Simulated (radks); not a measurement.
Results of a calculation; reference values are marked as such.
All-electron atom: O+ in [He] 2s2 2p2 3d1 (not the ground configuration).

Level of theory: scalar-relativistic Kohn-Sham, revPBE, spin-polarised, spherical densities, finite nucleus; open shells are filled with parallel spins first; Fermi nuclear charge, rms radius 2.6991 fm (a radial shooting solver on a logarithmic mesh with Libxc functionals).

Energy parts (eV):
total: -2001.630
kinetic: 2000.501
electron-nucleus: -4568.931
Hartree: 772.619
exchange-correlation: -205.819

Orbitals (lengths in bohr, moments of r in powers of bohr; r(90%) holds 90 % of the orbital's charge):
orbital  occ.  eigenvalue (eV)   <1/r>  r(90%)    <r^2>
1s up       1        -551.6436   7.637   0.357  0.05376
1s down     1        -549.9855   7.654   0.356  0.05337
2s up       1         -53.5961   1.423    1.60    1.238
2s down     1         -48.7799   1.387    1.64    1.302
2p up       2         -38.4548   1.318    1.65    1.226
2p down     0         -33.5186   1.279    1.73    1.341
3d up       1          -4.6387  0.2504    7.30    26.57

The highest occupied level is 3d up at -4.639 eV. The configuration is held as typed, so some empty levels lie below it. The electron density at the nucleus is 326.1 e/bohr^3 (large components only).
